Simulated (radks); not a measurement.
Values are calculated unless marked as measured or tabulated.
Removal energies from the iodine ion I12+, [Kr] 4d5, by Delta-SCF beside the eigenvalue of the level emptied. Level of theory: scalar-relativistic Kohn-Sham, LDA (Slater exchange, Perdew-Wang correlation), spin-polarised, spherical densities, finite nucleus; Fermi nuclear charge, rms radius of each element as measured or else 0.836 A^(1/3) + 0.57 fm (a radial shooting solver on a logarithmic mesh with Libxc functionals). Open shells are filled with parallel spins first.

removed from    final configuration  Delta-SCF (eV)  -eigenvalue (eV)
4d                         [Kr] 4d4          281.24            267.87
4p            [Ar] 3d10 4s2 4p5 4d5          357.71            344.01
4s            [Ar] 3d10 4s1 4p6 4d5          413.73            399.47
3d             [Ar] 3d9 4s2 4p6 4d5          877.23            846.78
